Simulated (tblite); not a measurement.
Question: What does the GFN2-xTB structure of `F[C]([C+](F)F)C(Cl)(Cl)Cl` [radical] look like in three dimensions? (Charge +1 and doublet state.)

Answer: 
Z-matrix in Å and degrees, rows numbered from 1:
```
F 
C   1  1.3156
C   2  1.3676  1  118.12
F   3  1.2952  2  122.96  1   178.85
F   3  1.2877  2  123.75  1    -2.24
C   2  1.5049  1  116.57  3   177.44
Cl  6  1.7868  2  111.58  1    13.88
Cl  6  1.7949  2  112.68  1   132.84
Cl  6  1.8098  2  105.87  1  -106.55
```

The C–C distances run from 1.368 Å (C2–C3, drawn single) to 1.505 Å (C2–C6, drawn single), a spread of 0.137 Å. Of the pairs four or more bonds apart, F4···Cl8 is among the closest relative to their van der Waals radii: 3.06 Å, 95 % of the sum of Bondi's values. The 3 C–F bonds span 1.288 Å (C3–F5, drawn single) to 1.316 Å (F1–C2, drawn single), a spread of 0.028 Å. C3 (carbon bonded to C and 2 F) is planar (angles 123.7°, 123.0° and 113.3°, sum 360.0°, 0.01 Å off the plane of its three neighbours).

Computed geometry: GFN2-xTB, gas phase. This method treats the open shell by occupation alone, without spin polarisation.

Point group: C1 (no symmetry element, even within 0.4 Å). Its GFN2-xTB frequencies are all real (lowest 18 cm⁻¹). Torsions: F1–C2–C3–F4 179°. 3 starts were optimised and ended at 0.00, 0.01 and 0.03 kcal/mol (GFN2-xTB); the lowest of these is shown.

Time: 0.52 s wall. Hardware: one thread, Arm Neoverse V2 (aarch64), on a shared host. That covers the optimisation of the geometry.

One conformer stands for the species.
